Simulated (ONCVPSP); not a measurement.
**F: ONCV pseudisation with LDA (Perdew-Zunger), fully relativistic reference atom.**

```
Element                 : fluorine
Generator               : ONCVPSP 4.0.1
Type                    : optimised norm-conserving Vanderbilt (ONCV)
Functional              : LDA (Perdew-Zunger)
Relativity              : fully relativistic
Frozen core             : [He]
Valence charge          : 7
Reference configuration : 2s2 2p4.5 (charge +0.5)
Partial waves           : 2s: rc 0.80 bohr, ncon 4, nbas 8, qcut 9.7 1/bohr, 2 projectors, debl 0.9 Ha; 2p: rc 1.10 bohr, ncon 4, nbas 9, qcut 13 1/bohr, 2 projectors, debl 3.2 Ha
Local potential         : polynomial inside 0.50 bohr (lpopt 4, dvloc0 6 Ha)
Core correction         : none
```

Open shells are filled in proportion to 2j + 1.

In the s channel the program set the typed energies aside and used -1.394, 0.250 Ha.

All-electron outer shells of the reference configuration (LDA (Perdew-Zunger), scalar-relativistic, ld1.x):

| shell | level (eV) | outermost node (bohr) | outermost maximum (bohr) |
| --- | --- | --- | --- |
| 1s | -668.61 | – | 0.12 |
| 2s | -37.92 | 0.24 | 0.76 |
| 2p | -19.40 | – | 0.69 |

Results:

```json
{
 "Cutoffs needed": "56 Ha and 222 Ha (the cutoffs (Ha) at which the residual kinetic energy of the hardest occupied pseudo-wave falls to 1 and 0.1 mHa per electron)",
 "Ghost test": "no bound ghost flagged; no localised positive-energy state flagged",
 "Largest excitation error": "+849 meV (all-electron minus pseudo) for 2s2 2p1, out of 4 test configurations"
}
```

Generation and tests took about 3.8 s on one core of a shared server CPU.
